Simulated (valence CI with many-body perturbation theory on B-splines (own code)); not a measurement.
## Level structure of Se²⁸⁺

Method: relativistic CI+MBPT: four valence electrons over a frozen Dirac-Fock core [He], a basis of 11 s, 11 p, 9 d, 7 f, 5 g, 2 h, 1 i functions for each j, with the one-electron correlation potential Σ1 (screened to all orders), the two-electron term Σ2, the three-electron term Σ3, Breit, model QED; selected single and double excitations, second order for the rest (own B-spline code, finite nucleus).

No measured spectrum was set against this ion. As an estimate, large intervals hold to a few tenths of a per cent, small ones and those within an open d or f shell to about a per cent. Among the levels kept, up to 280 cm⁻¹ of a level comes from second order outside the variational space, and about a tenth of that is noise between levels of different J, which matters for small intervals.

Levels 91 to 115 of 115, with energies above the lowest level, (2s^2 2p1/2^2) J=0. "Leading %" is the weight of the configuration and term that name the level; weights of strongly mixed levels are sums over their largest components and can fall short. In the jj column 3d3/2^4 stands for four electrons in 3d with j = 3/2. Lifetimes count E1, E2, E3, M1 and M2 decay at the calculated energies, and are blank where another channel may lead or the interval is too uncertain; long ones can be off by a factor of two.

```tsv
No.	Configuration	Term	J	E (eV)	Leading %	Lifetime	Second component	g	Leading jj
91	2s.2p2.3p	3F°	3	1974.0	67	168 fs	14 % 2s.2p2.3p 3D°	1.116	2s 2p1/2 2p3/2 3p3/2 (83 %)
92	2s.2p2.3d	3P	1	1975.1	47	27.1 fs	28 % 2s.2p2.3d 3D	1.166	2s 2p1/2 2p3/2 3d5/2 (85 %)
93	2s.2p2.3p	3D°	2	1976.1	29	110 fs	23 % 2s.2p2.3p 3F°	1.084	2s 2p1/2 2p3/2 3p3/2 (85 %)
94	2s.2p2.3d	5D	3	1977.4	41	20.8 fs	27 % 2s.2p2.3d 3F	1.352	2s 2p1/2 2p3/2 3d5/2 (41 %)
95	2s.2p2.3d	5P	2	1977.8	56	14.1 fs	22 % 2s.2p2.3d 5D	1.636	2s 2p1/2 2p3/2 3d3/2 (67 %)
96	2s.2p2.3p	3D°	1	1978.5	46	214 fs	12 % 2s.2p2.3p 1P°	1.005	2s 2p1/2 2p3/2 3p1/2 (76 %)
97	2s.2p2.3d	5P	1	1979.2	72	11.9 fs	9 % 2s.2p2.3d 3P	2.239	2s 2p1/2 2p3/2 3d3/2 (72 %)
98	2s.2p2.3p	3P°	1	1981.6	47	156 fs	22 % 2s.2p2.3p 3D°	1.197	2s 2p1/2 2p3/2 3p3/2 (89 %)
99	2s.2p2.3p	3P°	0	1982.6	93	1.82 ps	5 % 2s.2p2.3p 1S°		2s 2p1/2 2p3/2 3p3/2 (91 %)
100	2s.2p2.3p	3D°	2	1984.0	56	132 fs	13 % 2s.2p2.3p 3P°	1.286	2s 2p3/2^2 3p1/2 (44 %)
101	2s.2p2.3s	3S	1	1987.6	59	63.3 fs	24 % 2s.2p2.3s 3P	1.755	2s 2p3/2^2 3s (81 %)
102	2s.2p2.3p	1F°	3	1988.5	43	53.1 fs	41 % 2s.2p2.3p 3D°	1.163	2s 2p3/2^2 3p1/2 (73 %)
103	2s.2p2.3d	3P	0	1988.6	82	23.0 fs	10 % 2s.2p2.3d 1S		2s 2p1/2 2p3/2 3d5/2 (68 %)
104	2s.2p2.3d	3D	2	1988.6	42	28.9 fs	14 % 2s.2p2.3d 3F	1.146	2s 2p1/2 2p3/2 3d5/2 (60 %)
105	2s.2p2.3p	3D°	2	1988.6	34	245 fs	28 % 2s.2p2.3p 3P°	1.317	2s 2p1/2 2p3/2 3p3/2 (37 %)
106	2s.2p2.3p	3P°	1	1988.7	56	152 fs	16 % 2s.2p2.3p 1P°	1.324	2s 2p1/2 2p3/2 3p3/2 (68 %)
107	2s.2p2.3d	3D	3	1989.8	71	19.6 fs	14 % 2s.2p2.3d 1F	1.256	2s 2p1/2 2p3/2 3d5/2 (58 %)
108	2s.2p2.3d	3F	4	1990.0	61	19.9 fs	18 % 2s.2p2.3d 1G	1.221	2s 2p1/2 2p3/2 3d5/2 (45 %)
109	2s.2p2.3s	3P	2	1990.9	70	113 fs	8 % 2s.2p2.3s 1D	1.399	2s 2p3/2^2 3s (79 %)
110	2s.2p2.3d	3D	1	1991.1	39	27.2 fs	16 % 2s.2p2.3d 3P	0.878	2s 2p1/2 2p3/2 3d5/2 (60 %)
111	2s.2p2.3p	3F°	4	1992.4	78	29.3 ps	22 % 2s.2p2.3p 5D°	1.300	2s 2p3/2^2 3p3/2 (79 %)
112	2s.2p2.3p	3D°	3	1992.4	68	249 fs	14 % 2s.2p2.3p 1F°	1.329	2s 2p3/2^2 3p3/2 (71 %)
113	2s.2p2.3s	1P	1	1992.7	55	52.7 fs	9 % 2s.2p2.3d 3D	1.052	2s 2p3/2^2 3s (70 %)
114	2s.2p2.3s	1S	0	1997.0	72	170 fs	24 % 2s.2p2.3s 3P		2s 2p3/2^2 3s (90 %)
115	2s.2p2.3p	1P°	1	1998.9	45	53.1 fs	34 % 2s.2p2.3p 3P°	1.296	2s 2p3/2^2 3p3/2 (67 %)
```
